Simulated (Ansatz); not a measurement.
Ansatz (a quantum-chemistry and plane-wave program) input for MgCl, SMILES [Mg+][Cl], charge +1, CAM-B3LYP/def2-TZVPD. Geometry: PBE0-D3(BJ)/def2-TZVPD. The multiplicity is an assumed one; other spin states were not compared.

Ansatz 0.2 input:
```yaml
crystal:
  periodic: [false, false, false]
  atoms:
    - {symbol: Mg, position_ang: [0.00000000, 0.00000000, -1.23569442]}
    - {symbol: Cl, position_ang: [0.00000000, 0.00000000, 0.87225489]}
basis:
  gaussian:
    orbitals: def2-TZVPD
hamiltonian:
  xc: {name: CAM-B3LYP}
total_charge: 1
```

Output:

```
WARN ansatz: RAYON_NUM_THREADS=1 ignored (pool sized by the plan → 1); use --threads N
Functional definition: CAM-B3LYP
integrals: 0.02 GiB planned
604 factors; their error is unknown
integrals: 0.06 GiB planned
195 factors; integrals over basis functions are off by at most 2.7e-5 eV
mean field: 0.23 GiB planned
mean field evaluation 1: about -17955.4095 eV, gradient 4.9e1 eV
mean field evaluation 2: about -17949.4731 eV, gradient 6.8e1 eV
mean field evaluation 4: about -17961.1432 eV, gradient 1.7e0 eV
mean field evaluation 8: about -17961.1503 eV, gradient 4.9e-2 eV
mean field evaluation 16: about -17961.1999 eV, gradient 3.6e-5 eV
mean field -17961.19991894 eV, -660.0619224825 hartree, gradient 3.6e-5 eV, S^2 0.000000; 0 other end points of the search recorded, 0 dependent functions left out
reference -17961.20002942 eV, -660.0619265426 hartree; 14, 14 occupied and 67, 67 virtual orbitals, 604 factors
Total energy: -17961.20002942 eV, -660.0619265426 hartree
```

Self-consistency was reached.

Cost: around 1.6 core-seconds (rough).
